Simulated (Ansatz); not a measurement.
`F[CH]1[AlH][Te]1` → Al• + C• + F• + 2 H• + Te•  (atomization)

Calculated with Ansatz (gas phase, PBE0-D4/def2-TZVP geometries, no zero-point term in ΔE). CCSD(T)/CBS adds triple-zeta CCSD(T) − MP2 to the extrapolated MP2 energy (def2 sets, frozen cores). This one scheme is used for every species, atoms too. Functionals use def2-TZVPP. B3LYP here is the variant with VWN-RPA as its local correlation; programs differ in this. HSE06 is defined as in plane-wave codes. Open shells (•) are unrestricted, without spin–orbit coupling. Spin–orbit coupling would lower the free atoms: a little for Al, C, F; strongly for Te. def2 core potentials past Kr. Bonds to Te are less sure, by a few kJ/mol each and by 10 to 20 or more in all where they break to atoms, as the def2 sets lack core-valence functions.

What is ΔE at CCSD(T)/CBS? (Estimate.)

The calculation gave: +18.76 eV.

What do these levels give: LDA (SPW92), B3LYP-D4, r2SCANh-D4, r2SCAN0-D4, HSE06-D4, BHLYP-D4, BHLYP, CCSD/def2-SVP, CCSD/def2-TZVPP, CCSD(T)/def2-TZVPP, MP2/def2-QZVPP, CCSD/CBS(def2)? (Estimate.)

The calculation gave: LDA (SPW92) 22.21, B3LYP-D4 18.45, r2SCANh-D4 18.56, r2SCAN0-D4 18.21, HSE06-D4 18.67, BHLYP-D4 17.56, BHLYP 17.33, CCSD/def2-SVP 16.75, CCSD/def2-TZVPP 17.43, CCSD(T)/def2-TZVPP 17.97, MP2/def2-QZVPP 19.07, CCSD/CBS(def2) 18.22 eV.

Largest T1 diagnostic among the species: 0.018.

Leaving LDA and LC-ωPBE aside and taking each functional with its dispersion term where it has one, the values, not all of them listed here, spread over 1.77 eV, from BHLYP-D4 to PBE-D4. LDA lies +3.03 eV from PBE without D4, its usual overbinding. From BLYP to BHLYP (50 % exact exchange), in def2-TZVPP and without D4, ΔE moves by −1.00 eV: exact exchange takes away binding that semilocal exchange gives to molecules. The D4 term adds +0.25 eV with B3LYP and +0.13 eV with PBE0; it sums over pairs of atoms, weighted by their polarisabilities, and B3LYP, whose exchange is more repulsive, gets the larger term.

For atomizations the MP2-based limit and the directly extrapolated one differ by several kJ/mol either way, and by 10 to 25 for some Ge, Se and Sn compounds, so smaller differences from it don't rank the levels.
